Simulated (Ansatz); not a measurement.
Calculated with Ansatz (gas phase, PBE0-D4/def2-TZVP geometries, no zero-point term in ΔE). CCSD(T)/CBS adds triple-zeta CCSD(T) − MP2 to the extrapolated MP2 energy (def2 sets, frozen cores). This one scheme is used for every species. DFT in def2-TZVPP. Elements past krypton have def2 core potentials. For In outer-core shells are correlated without core-valence functions, which leaves a few kJ/mol of doubt a bond. Each species was taken in one conformer, which may not be the lowest.

Reaction (formal exchange of groups at the In–O bond): `C[S][AlH][O][InH2]` + `B1CN1` → `[InH2][B]1CN1` + `C[S][AlH][OH]`

| species | B2PLYP energy (Eh) |
| --- | --- |
| `C[S][AlH][O][InH2]` | -947.30911 |
| `B1CN1` | -120.01700 |
| `[InH2][B]1CN1` | -310.51191 |
| `C[S][AlH][OH]` | -756.79476 |

Work out ΔE.

ΔE = (-310.51191) + (-756.79476) − (-947.30911) − (-120.01700) = 0.01944 Eh = +0.53 eV. CCSD(T)/CBS gives +0.51 eV.

Largest T1 diagnostic among the species: 0.015.

Leaving LDA and LC-ωPBE aside and taking each functional with its dispersion term where it has one, the values, not all of them listed here, spread over 0.18 eV, from HSE06-D4 to BLYP-D4. LDA lies −0.05 eV from PBE without D4. At CCSD(T), def2-SVP lies +0.08 eV from the extrapolated value and def2-TZVPP −0.06 eV. In def2-TZVPP, CCSD(T) changes the Hartree–Fock value by −0.14 eV (the triples alone add +0.00 eV) and MP2 by −0.12 eV.
